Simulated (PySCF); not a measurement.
Input of a run (PBE0-D3(BJ)/def2-SVP geometry optimisation, gas phase (PySCF 2.14.0)), started from GFN2-xTB:
```
{"job": {"xc": "PBE0", "basis": "def2-SVP", "d3": "d3bj", "grid": 1, "kind": "geom"}, "charge": 0, "multiplicity": 1}
O      2.172967    -1.223298     0.653735
C      1.572328    -0.340459     0.093577
O      2.192404     0.610358    -0.622883
C      0.119418    -0.174883     0.108638
C     -0.660955     0.835882    -0.524955
C     -1.950118     0.551557    -0.211281
O     -2.022562    -0.549533     0.562157
C     -0.780785    -0.985294     0.754025
H      3.150201     0.460117    -0.604891
H     -0.288731     1.642375    -1.120596
H     -2.872659     1.034893    -0.464589
H     -0.630311    -1.862399     1.351035
```

Output (energies in Eh, forces in Eh/bohr):
```
step   0  E = -417.84703520  max force = 0.010902
step   1  E = -417.84770410  max force = 0.003143
step   2  E = -417.84809277  max force = 0.004884
step   3  E = -417.84823432  max force = 0.003811
step   4  E = -417.84830825  max force = 0.003460
step   5  E = -417.84840132  max force = 0.001122
step   6  E = -417.84839320  max force = 0.001759
step   7  E = -417.84841592  max force = 0.000186
optimisation converged
```

Question: Summarise the run.

Answer: The energy falls by 0.038 eV over 8 energy and gradient evaluations, the largest force component goes from 0.0109 to 1.9e-04 Eh/bohr, and the atoms move by 0.033 Å rms after alignment. The bond that changes most is C5–H10 (aromatic CH carbon to aromatic hydrogen), which lengthens by 0.017 Å. Bonds longer at the end by more than 0.005 Å: 7 of 12; shorter: 0. Among the angles that change most is C2–O3–H9, from 109.7° to 106.1°. The energy rose by more than 1e-6 Eh at step 6. The first step brought 48 % of the lowering.

Question: What are the final bond lengths?

Answer: O1=C2 1.206 Å, C2–O3 1.341 Å, C2–C4 1.467 Å, C4–C5 1.434 Å, C5–C6 1.359 Å, C6–O7 1.355 Å, O7–C8 1.336 Å, C4–C8 1.369 Å, O3–H9 0.969 Å, C5–H10 1.087 Å, C6–H11 1.087 Å, C8–H12 1.087 Å. Numbering counts from 1 in the input's order; the species is `O=C(O)C1=COC=C1`.

The run used 132 basis functions and 61 SCF cycles in all.

PBE0-D3(BJ)/def2-SVP frequencies: not computed here. The numbers are those of one conformer.

Shape of the structure used: `[O:1]=[C:2]([OH:3])[c:4]1[cH:5][cH:6][o:7][cH:8]1`: O1–C2–C4–C5 -179°, H–O3–C2–O1 0°.
